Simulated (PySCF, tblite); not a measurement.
Isomers of C3H12N2Si, one GFN2-xTB conformer each. Single-point energies are computed at PBE0/pcSseg-1 (PySCF, gas phase, no added dispersion term), electronic only.

Question: Rank them by PBE0/pcSseg-1 energy, lowest first (kcal/mol).
A. `[CH3:1][CH2:2][NH:3][N:4]([CH3:5])[SiH3:6]` with C1–C2–N3–N4 69°, C2–N3–N4–C5 99°
B. `[CH3:1][NH:2][SiH2:3][N:4]([CH3:5])[CH3:6]` with C1–N2–Si3–N4 178°, N2–Si3–N4–C5 165°
C. `[CH3:1][CH2:2][CH2:3][NH:4][NH:5][SiH3:6]` with C1–C2–C3–N4 -62°, C2–C3–N4–N5 179°, C3–N4–N5–Si6 64°
D. `[CH3:1][NH:2][NH:3][SiH:4]([CH3:5])[CH3:6]` with C1–N2–N3–Si4 -65°, N2–N3–Si4–C5 -49°

Answer: B (0.0), D (14.4), C (33.3), A (39.0).

As drawn, the highest has an N–N linkage, which the lowest lacks. GFN2-xTB itself gives, in the same order: 0.0, 40.5, 28.8, 27.6. Both levels put the same isomer lowest; measured from each level's own lowest isomer, the values differ by up to 26.1 kcal/mol (CNN[SiH](C)C: 40.5 against 14.4).

Which frontier levels, dipoles and rotational constants go with these structures?

| SMILES | HOMO (eV, PBE0/pcSseg-1) | LUMO (eV) | dipole (D) | A, B, C (MHz) |
| --- | --- | --- | --- | --- |
| CN[SiH2]N(C)C | -6.21 | 1.04 | 0.71 | 6217, 1538, 1314 |
| CNN[SiH](C)C | -6.10 | 1.16 | 0.75 | 4443, 1674, 1418 |
| CCCNN[SiH3] | -6.25 | 0.61 | 0.92 | 8902, 1092, 1030 |
| CCNN(C)[SiH3] | -5.83 | 0.62 | 0.56 | 3780, 1962, 1474 |

What happens when harmonic zero-point energies from GFN2-xTB frequencies are added?

| SMILES | ZPE (kcal/mol) | electronic (kcal/mol) | with ZPE (kcal/mol) |
| --- | --- | --- | --- |
| CN[SiH2]N(C)C | 94.5 | 0.0 | 0.0 |
| CNN[SiH](C)C | 94.9 | 14.4 | 14.9 |
| CCCNN[SiH3] | 93.6 | 33.3 | 32.4 |
| CCNN(C)[SiH3] | 93.2 | 39.0 | 37.7 |

The zero-point energies span 1.7 kcal/mol. The order is unchanged.
